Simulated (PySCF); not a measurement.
PySCF job for NbF4, SMILES [F][Nb+]([F])([F])[F], charge +1, multiplicity 1, TDDFT-LC-ωPBE/def2-SVPD. Coordinates come from a B3LYP-D3(BJ)/def2-SVP optimisation. The multiplicity is an assumed one; other spin states were not compared. The isomer is the one that the SMILES or the coordinates give; other isomers of the formula were not compared. The def2 effective core potentials stand for the cores of Nb; spin–orbit coupling is left out.

```python
import numpy as np
from pyscf import gto, scf, dft, tdscf

mol = gto.M(
    atom='''
    Nb   -0.00000000    0.00000000    0.00000000
    F    -1.03774075    1.03774075   -1.03774075
    F     1.03774075    1.03774075    1.03774075
    F     1.03774075   -1.03774075   -1.03774075
    F    -1.03774075   -1.03774076    1.03774075
    ''',
    basis='def2-SVPD',
    ecp={'Nb': 'def2-svp'},
    charge=1,
    spin=0,
    symmetry=True,
    max_memory=1600,
    verbose=4,
)
mf = dft.RKS(mol, xc='lc_wpbe').density_fit(auxbasis='def2-universal-jkfit')
mf.grids.level = 3
mf.conv_tol = 1e-9
mf.max_cycle = 100
mf.kernel()
mf.grids = dft.Grids(mol).set(level=1).build(with_non0tab=True)  # coarser grid for the response kernel
td = tdscf.TDDFT(mf)
td.singlet = True
td.nstates = 10
td.conv_tol = 1e-4
td.kernel(x0=td.get_init_guess(mf, 15))
td.analyze()
tt = tdscf.TDA(mf)
tt.singlet = False
tt.nstates = 4
tt.conv_tol = 1e-4
tt.kernel(x0=tt.get_init_guess(mf, 9))
tt.analyze(verbose=3)
```

Log of the run:

```
PySCF version 2.14.0

[INPUT] verbose = 4
[INPUT] num. atoms = 5
[INPUT] num. electrons = 48
[INPUT] charge = 1
[INPUT] spin (= nelec alpha-beta = 2S) = 0
[INPUT] symmetry True subgroup None
[INPUT] Mole.unit = angstrom
[INPUT] Symbol           X                Y                Z      unit          X                Y                Z       unit  Magmom
[INPUT]  1 Nb     0.000000000000   0.000000000000   0.000000000000 AA    0.000000000000   0.000000000000   0.000000000000 Bohr   0.0
[INPUT]  2 F     -1.037740750000   1.037740750000  -1.037740750000 AA   -1.961045805801   1.961045805801  -1.961045805801 Bohr   0.0
[INPUT]  3 F      1.037740750000   1.037740750000   1.037740750000 AA    1.961045805801   1.961045805801   1.961045805801 Bohr   0.0
[INPUT]  4 F      1.037740750000  -1.037740750000  -1.037740750000 AA    1.961045805801  -1.961045805801  -1.961045805801 Bohr   0.0
[INPUT]  5 F     -1.037740750000  -1.037740760000   1.037740750000 AA   -1.961045805801  -1.961045824698   1.961045805801 Bohr   0.0

nuclear repulsion = 225.403645415425
point group symmetry = Td, use subgroup D2
symmetry origin: [ 0.00000000e+00 -2.20877077e-09  0.00000000e+00]
symmetry axis x: [ 1.00000000e+00 -8.03026336e-10 -8.03026719e-10]
symmetry axis y: [ 8.03026335e-10  1.00000000e+00 -8.03026335e-10]
symmetry axis z: [8.03026719e-10 8.03026335e-10 1.00000000e+00]
num. orbitals of irrep A = 33
num. orbitals of irrep B1 = 31
num. orbitals of irrep B2 = 31
num. orbitals of irrep B3 = 31
number of shells = 48
number of NR pGTOs = 192
number of NR cGTOs = 126
basis = def2-SVPD
ecp = {'Nb': 'def2-svp'}


******** <class 'pyscf.df.df_jk.DFSymAdaptedRKS'> ********
method = DFSymAdaptedRKS
initial guess = minao
damping factor = 0
level_shift factor = 0
DIIS = <class 'pyscf.scf.diis.CDIIS'>
diis_start_cycle = 1
diis_space = 8
diis_damp = 0
SCF conv_tol = 1e-09
SCF conv_tol_grad = None
SCF max_cycles = 100
direct_scf = False
XC library pyscf.dft.libxc version 7.1.2
    S. Lehtola, C. Steigemann, M. J. T. Oliveira, and M. A. L. Marques,  SoftwareX 7, 1–5 (2018)
XC functionals = lc_wpbe
    O. A. Vydrov and G. E. Scuseria,  J. Chem. Phys. 125, 234109 (2006)
radial grids:
    Treutler-Ahlrichs [JCP 102, 346 (1995); DOI:10.1063/1.469408] (M4) radial grids

becke partition: Becke, JCP 88, 2547 (1988); DOI:10.1063/1.454033
pruning grids: <function nwchem_prune>
grids dens level: 3
symmetrized grids: True
atomic radii adjust function: <function treutler_atomic_radii_adjust>
small_rho_cutoff = 0
Freeze 0 electrons in irreps []
    48 free electrons in irreps A B1 B2 B3
Set gradient conv threshold to 3.16228e-05
Initial guess from minao.
tot grids = 79488
Create RSH-DF object <pyscf.df.df.DF object> for omega=0.4
******** <class 'pyscf.df.df.DF'> ********
auxbasis = auxmol.basis = def2-universal-jkfit
init E= -448.617812473789
HOMO (B3) = -0.85964029044068  LUMO (A) = -0.517420204334084  gap/eV = 9.31228
cycle= 1 E= -455.750113535977  delta_E= -7.13  |g|= 0.54  |ddm|= 4.14
HOMO (B3) = -0.779240061834523  LUMO (A) = -0.25206738891591  gap/eV = 14.34510
cycle= 2 E= -455.769584594633  delta_E= -0.0195  |g|= 0.413  |ddm|= 0.73
HOMO (B3) = -0.836878858631591  LUMO (A) = -0.268408423382562  gap/eV = 15.46887
cycle= 3 E= -455.789944256822  delta_E= -0.0204  |g|= 0.165  |ddm|= 0.284
HOMO (B1) = -0.833660219048257  LUMO (A) = -0.293308103728661  gap/eV = 14.70373
cycle= 4 E= -455.794681204328  delta_E= -0.00474  |g|= 0.0205  |ddm|= 0.148
HOMO (B3) = -0.831262983315323  LUMO (A) = -0.286788202145452  gap/eV = 14.81591
cycle= 5 E= -455.794783468936  delta_E= -0.000102  |g|= 0.00192  |ddm|= 0.0253
HOMO (B1) = -0.831295787979704  LUMO (A) = -0.286765268359965  gap/eV = 14.81743
cycle= 6 E= -455.794786075706  delta_E= -2.61e-06  |g|= 0.000573  |ddm|= 0.00528
HOMO (B3) = -0.831287653417594  LUMO (A) = -0.286805842086799  gap/eV = 14.81610
cycle= 7 E= -455.794786329378  delta_E= -2.54e-07  |g|= 0.000122  |ddm|= 0.00179
HOMO (B3) = -0.831292538702994  LUMO (A) = -0.286798345235522  gap/eV = 14.81644
cycle= 8 E= -455.794786345402  delta_E= -1.6e-08  |g|= 1.75e-05  |ddm|= 0.000445
HOMO (B1) = -0.831292240628384  LUMO (A) = -0.286795881567056  gap/eV = 14.81650
cycle= 9 E= -455.794786345748  delta_E= -3.46e-10  |g|= 3.6e-06  |ddm|= 6.48e-05
HOMO (B1) = -0.831291950405395  LUMO (A) = -0.286796528657192  gap/eV = 14.81648
Extra cycle  E= -455.794786345749  delta_E= -6.82e-13  |g|= 3.91e-06  |ddm|= 7.76e-06
converged SCF energy = -455.794786345749
tot grids = 29376


******** <class 'pyscf.tdscf.rks.TDDFT'> for <class 'pyscf.df.df_jk.DFSymAdaptedRKS'> ********
nstates = 10 singlet
deg_eia_thresh = 1.000e-03
wfnsym = None
conv_tol = 0.0001
eigh lindep = 1e-12
eigh level_shift = 0
eigh max_cycle = 100


Excitation energies (eV)
[7.85588278 7.85588278 7.85588278 7.9798242  7.97982421 7.97982421
 7.99155767 7.99155767 7.99155767 8.66794874]

** Singlet excitation energies and oscillator strengths **
Excited State   1:   B3      7.85588 eV    157.82 nm  f=0.0000
      21 -> 25       -0.18791
      21 -> 26       -0.32547
      24 -> 25       -0.51408
      24 -> 26        0.29680
Excited State   2:   B1      7.85588 eV    157.82 nm  f=0.0000
      19 -> 25       -0.18791
      19 -> 26        0.32547
      22 -> 25       -0.51407
      22 -> 26       -0.29681
Excited State   3:   B2      7.85588 eV    157.82 nm  f=0.0000
      20 -> 25       -0.37582
      23 -> 26       -0.59361
Excited State   4:   B2      7.97982 eV    155.37 nm  f=0.0000
      20 -> 25        0.59298
      23 -> 26       -0.37631
Excited State   5:   B3      7.97982 eV    155.37 nm  f=0.0000
      21 -> 25        0.29648
      21 -> 26        0.51354
      24 -> 25       -0.32590
      24 -> 26        0.18815
Excited State   6:   B1      7.97982 eV    155.37 nm  f=0.0000
      19 -> 25        0.29649
      19 -> 26       -0.51353
      22 -> 25       -0.32589
      22 -> 26       -0.18816
Excited State   7:   B3      7.99156 eV    155.14 nm  f=0.0020
      21 -> 25        0.47314
      21 -> 26       -0.27316
      24 -> 25        0.22126
      24 -> 26        0.38325
Excited State   8:   B1      7.99156 eV    155.14 nm  f=0.0020
      19 -> 25        0.47313
      19 -> 26        0.27317
      22 -> 25        0.22127
      22 -> 26       -0.38325
Excited State   9:   B2      7.99156 eV    155.14 nm  f=0.0020
      20 -> 26       -0.54633
      23 -> 25       -0.44254
Excited State  10:  ???      8.66795 eV    143.04 nm  f=0.0321
      14 -> 26        0.12196
      18 -> 28       -0.14210
      19 -> 29       -0.11158
      20 -> 26       -0.40059
      21 -> 27       -0.11158
      23 -> 25        0.50958

** Transition electric dipole moments (AU) **
state          X           Y           Z        Dip. S.      Osc.
  1        -0.0000     -0.0000     -0.0000      0.0000      0.0000
  2         0.0000     -0.0000      0.0000      0.0000      0.0000
  3        -0.0000      0.0000     -0.0000      0.0000      0.0000
  4        -0.0000     -0.0000     -0.0000      0.0000      0.0000
  5         0.0000      0.0000     -0.0000      0.0000      0.0000
  6         0.0000      0.0000     -0.0000      0.0000      0.0000
  7         0.1007      0.0000      0.0000      0.0101      0.0020
  8        -0.0000      0.0000     -0.1007      0.0101      0.0020
  9        -0.0000     -0.1007      0.0000      0.0101      0.0020
 10        -0.0000      0.3889      0.0000      0.1512      0.0321

WARN: ECP detected. Skipping calculation of transition velocity and magnetic dipole moments, which have not yet been implemented.



******** <class 'pyscf.tdscf.rks.TDA'> for <class 'pyscf.df.df_jk.DFSymAdaptedRKS'> ********
nstates = 4 triplet
deg_eia_thresh = 1.000e-03
wfnsym = None
conv_tol = 0.0001
eigh lindep = 1e-12
eigh level_shift = 0
eigh max_cycle = 100


Excitation energies (eV)
[7.44971825 7.44971825 7.44971829 7.62160922]

** Triplet excitation energies and oscillator strengths **
Excited State   1:   B1      7.44972 eV    166.43 nm  f=0.0000
Excited State   2:   B3      7.44972 eV    166.43 nm  f=0.0000
Excited State   3:   B2      7.44972 eV    166.43 nm  f=0.0000
Excited State   4:   B3      7.62161 eV    162.67 nm  f=0.0000
```

Self-consistency was reached.

Cost: around 2.8 core-minutes (rough).
